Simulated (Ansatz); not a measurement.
Reaction (formal hydrolysis of a C–C bond): `C/C=C\[SiH2]Cl` + H₂O → `O/C=C/[SiH2]Cl` + CH₄

Isolated molecules relaxed with PBE0-D4/def2-TZVP in Ansatz; ΔE leaves out vibrations. CCSD(T)/CBS adds triple-zeta CCSD(T) − MP2 to the extrapolated MP2 energy (def2 sets, frozen cores). This one scheme is used for every species. Double bonds are as drawn, so ΔE can hold a change between cis and trans. DFT in def2-TZVPP. Each species was taken in one conformer, which may not be the lowest.

```tsv
level	ΔE (kJ/mol)
PBE-D4	-1.5
r2SCAN-D4	-3.6
ωB97M-V	3.9
PBE0	-0.9
CCSD/def2-TZVPP	10.6
CCSD(T)/def2-TZVPP	10.3
HF/def2-QZVPP	-0.7
MP2/def2-QZVPP	15.8
```

**Question.** What does CCSD(T)/CBS give? (An estimate is asked.)

**Answer.** The calculation gave: +14.7 kJ/mol. The listed levels differ from it by -16.2, -18.3, -10.8, -15.6, -4.1, -4.4, -15.4, 1.1 kJ/mol.

Largest T1 diagnostic among the species: 0.012.

From PBE to PBE0 (25 % exact exchange), in def2-TZVPP and without D4, ΔE moves by +5.3 kJ/mol. In def2-TZVPP, CCSD(T) changes the Hartree–Fock value by +11.2 kJ/mol (the triples alone add −0.3 kJ/mol) and MP2 by +14.1 kJ/mol. The D4 term adds +7.3 kJ/mol with B3LYP and +4.1 kJ/mol with PBE0; it sums over pairs of atoms, weighted by their polarisabilities, and B3LYP, whose exchange is more repulsive, gets the larger term.

CCSD(T)/CBS has its own doubt, a few kJ/mol and more with outer-core shells, so smaller differences from it don't rank the levels.

B3LYP here is the variant with VWN-RPA as its local correlation; programs differ in this.
